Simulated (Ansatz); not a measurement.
```yaml
atoms:
  - { symbol: O, position_ang: [-0.0071, 0.0278, 0.1315] }
  - { symbol: H, position_ang: [0.0112, 0.7539, -0.4858] }
  - { symbol: H, position_ang: [0.0115, -0.7429, -0.4987] }
```

Basis set: aug-cc-pVTZ (spherical functions). Left uncorrelated: 1 orbital. Charge 0, multiplicity 1.

Computed with Ansatz (development build ahead of 0.2.0); each method stands on the lowest determinant of its kind that the runs found. Restricted open shells among the atoms or ions are ROHF, correlated in semicanonical orbitals with singles. Restricted functionals stand beside restricted open-shell atoms, which can lie above the unrestricted atoms usual in DFT and then raise those values.

Question: Give the atomization energy at this shape (free ground-state atoms in the same class of orbitals less the molecule, no zero-point energy) of singlet H2O by ωB97X (restricted), RHF-MP2, RHF.

Answer:

```tsv
method	atomization energy
ωB97X (restricted)	10.00 eV
RHF-MP2	10.06 eV
RHF	6.90 eV
```
